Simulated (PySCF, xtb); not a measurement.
S8, SMILES S1SSSSSSS1.

Harmonic wavenumbers (cm⁻¹) from GFN2-xTB (xtb) at its own minimum, in rising order: 41, 61, 103, 110, 139, 165, 185, 211, 211, 244, 332, 384, 403, 451, 456, 473, 481, 487.

Q: What does B3LYP-D3(BJ)/def2-SVP run with PySCF give at its own minimum? (The exact figures need the calculation; the answer reports its results.)

A: 43, 71, 119, 124, 146, 191, 206, 236, 244, 282, 333, 384, 390, 431, 435, 453, 461, 478. Paired by order, the mean absolute difference is 16 cm⁻¹ and the zero-point energies are 7.1 and 7.2 kcal/mol.
